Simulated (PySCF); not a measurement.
B(Me)(vinyl)(OH) (C3H7BO), SMILES OB(C=C)C.

Geometry: B3LYP-D3(BJ)/def2-SVP. Other conformers were not sampled.

Two levels are set side by side: TDA-PBE/def2-SVPD (PySCF) and TDA-CAM-B3LYP/def2-SVPD (PySCF). Vertical, same geometry. The lowest singlet is HOMO−1→LUMO 99 % with PBE and HOMO−1→LUMO 95 % with the other functional; states are paired by order. Differences are taken from unrounded values.

| quantity | TDA-PBE |
|---|---|
| lowest singlet excitation (eV) | 5.31 |
| lowest triplet excitation (TDA) (eV) | 3.87 |
| first bright state (f over 0.05) (eV) | 6.40 |
| its oscillator strength | 0.35 |

Task: These are the TDA-PBE values. What does TDA-CAM-B3LYP give? (An estimate is asked for; the answer gives what the named calculation found.)

Result: 
```json
[
 {"quantity": "lowest singlet excitation (eV)", "TDA-CAM-B3LYP": "6.12", "TDA-PBE minus TDA-CAM-B3LYP": "-0.81"},
 {"quantity": "lowest triplet excitation (TDA) (eV)", "TDA-CAM-B3LYP": "3.82", "TDA-PBE minus TDA-CAM-B3LYP": "0.06"},
 {"quantity": "first bright state (f over 0.05) (eV)", "TDA-CAM-B3LYP": "6.81", "TDA-PBE minus TDA-CAM-B3LYP": "-0.41"},
 {"quantity": "its oscillator strength", "TDA-CAM-B3LYP": "0.46", "TDA-PBE minus TDA-CAM-B3LYP": "-0.11"}
]
```

A lower first singlet is the usual sign of a functional without exact exchange. Differences between two approximate levels are no errors against the true value.

Rough cost on one machine, each run with all the roots and properties that it gave: TDA-CAM-B3LYP against TDA-PBE about 4 times.
